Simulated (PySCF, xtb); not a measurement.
B(H)(OH)(NH2) (BH4NO), SMILES NBO. Other conformers were not sampled.

Harmonic wavenumbers (cm⁻¹) from GFN2-xTB (xtb) at its own minimum, in rising order: 415, 481, 513, 591, 821, 831, 956, 1048, 1159, 1349, 1546, 2654, 3490, 3557, 3613.

Question: What does r2SCAN-D4/def2-TZVP (PySCF) give at its own minimum? (The exact figures need the calculation; the answer reports its results.)

Answer: 424, 440, 486, 615, 860, 924, 986, 1106, 1217, 1425, 1635, 2618, 3587, 3691, 3809. Paired by order, the mean absolute difference is 67 cm⁻¹ and the zero-point energies are 32.9 and 34.1 kcal/mol.
